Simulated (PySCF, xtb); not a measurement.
C2H5NO2Si, SMILES [Si@H]1(C=NCO1)O.

GFN2-xTB run with xtb 6.7.1 at its own geometry gives an orbital gap of 3.07 eV and a dipole moment of 1.08 D.

The structure is a stationary point at ωB97X-D3(BJ)/def2-SVP. The structure was generated by enumeration; whether it is a known compound was not checked. Other conformers were not sampled.

**Question.** What does PBE/def2-TZVP (PySCF) give? (Estimate from the structure and the level; the computed values follow.)

**Answer.** gap 3.86 eV (levels -6.01 and -2.16 eV), dipole 0.90 D.
